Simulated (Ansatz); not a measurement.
`C[SiH2][SnH3]` → `C[SiH]` + `[SnH4]` at 700 K and 1 bar (silylene formation by 1,1-elimination).

Program: Ansatz. Geometries: PBE0-D4/def2-TZVP. ΔE: electronic, gas phase. CCSD(T)/CBS adds triple-zeta CCSD(T) − MP2 to the extrapolated MP2 energy (def2 sets, frozen cores). This one scheme is used for every species. def2 core potentials past Kr. For Sn outer-core shells are correlated without core-valence functions, which leaves a few kJ/mol of doubt a bond.

```tsv
species	CCSD(T)/CBS energy (Eh)	H − E (kJ/mol)	S (J/(mol·K))
`C[SiH2][SnH3]`	-545.95955	275.0	478.5
`C[SiH]`	-329.46712	152.0	322.2
`[SnH4]`	-216.39156	106.0	282.9
```

H − E and S are ideal-gas, rigid-rotor, harmonic terms from PBE0-D4/def2-TZVP. 1 Eh = 2625.50 kJ/mol, R = 8.31446 J/(mol·K).

Q: By hand: ΔE, ΔH, ΔS and ΔG.

A: ΔE = (-329.46712) + (-216.39156) − (-545.95955) = 0.10087 Eh = 264.8 kJ/mol. Δ(H − E) = 152.0 + 106.0 − 275.0 = -17.0, so ΔH = 247.8 kJ/mol. ΔS = 322.2 + 282.9 − 478.5 = 126.6 J/(mol·K). ΔG = 247.8 − 700 × (126.6)/1000 = 159.2 kJ/mol.

Q: By hand: the equilibrium constant, and the temperature at which ΔG would vanish if ΔH and ΔS stayed fixed.

A: log₁₀ K = −ΔG/(RT ln 10) = -11.9. ΔG = 0 at ΔH/ΔS = 1957 K.

The number of gas molecules changes by +1, which sets the sign of ΔS. A doubt of 5 kJ/mol in ΔE shifts log₁₀ K by 0.4 here. These are equilibria of isolated gas molecules and say nothing of rates. Largest T1 diagnostic: 0.013 (customary marks: 0.02 for closed shells, 0.045 for open ones).
